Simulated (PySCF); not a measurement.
Spectra and structures to be paired. Method: PySCF 2.14.0, density-fitted response routines, TDDFT B3LYP/def2-SVPD, vertical, gas phase, core orbitals frozen in the response. Geometries: GFN2-xTB; one conformer of each isolated species. Triplets are in the Tamm–Dancoff approximation. Ions are computed without counter-ions or solvent.

A. `[SiH3]p1[pH]p1[SiH3]`
B. `C#C[C@H]1C=CC=C[CH+]1`
C. `[H]/N=C(\C#N)C=C`

Lowest singlet levels (six at most, fewer where fewer were computed) with oscillator strengths:

1. 2.56 eV (f 0.017); 2.57 eV (f 0.001); 4.18 eV (f 0.093); 5.13 eV (f 0.004); 5.23 eV (f 0.012); 5.30 eV (f 0.014); T1 2.30 eV
2. 4.30 eV (f 0.002); 5.44 eV (f 0.257); 6.15 eV (f 0.000); 6.29 eV (f 0.065); 6.78 eV (f 0.002); 6.98 eV (f 0.001); T1 3.31 eV
3. 4.55 eV (f 0.003); 4.89 eV (f 0.011); 5.03 eV (f 0.004); 5.14 eV (f 0.008); 5.22 eV (f 0.014); 5.36 eV (f 0.010); T1 4.01 eV

Question: Which spectrum belongs to which structure?

Answer: 1 = B, 2 = C, 3 = A.
- A: S1 at 4.55 eV, HOMO→LUMO (96%); Löwdin shares by element: HOMO phosphorus 72% or more, silicon 17%; LUMO phosphorus 76%, silicon 8% or more (atoms not listed hold the other 16%); HOMO -6.71 and LUMO -1.17 eV.
- B: S1 at 2.56 eV, HOMO→LUMO (99%); Löwdin shares by element: HOMO carbon 90% or more; LUMO carbon 72% or more (atoms not listed hold the other 28%); HOMO -12.09 and LUMO -8.76 eV; point group Cs.
- C: S1 at 4.30 eV, HOMO-1→LUMO (99%); Löwdin shares by element: HOMO carbon 69% or more, nitrogen 20% or more; LUMO nitrogen 40%, carbon 38% or more (atoms not listed hold the other 22%); HOMO -8.24 and LUMO -2.70 eV; point group Cs, 1 of its 6 listed states under f = 0.0005.
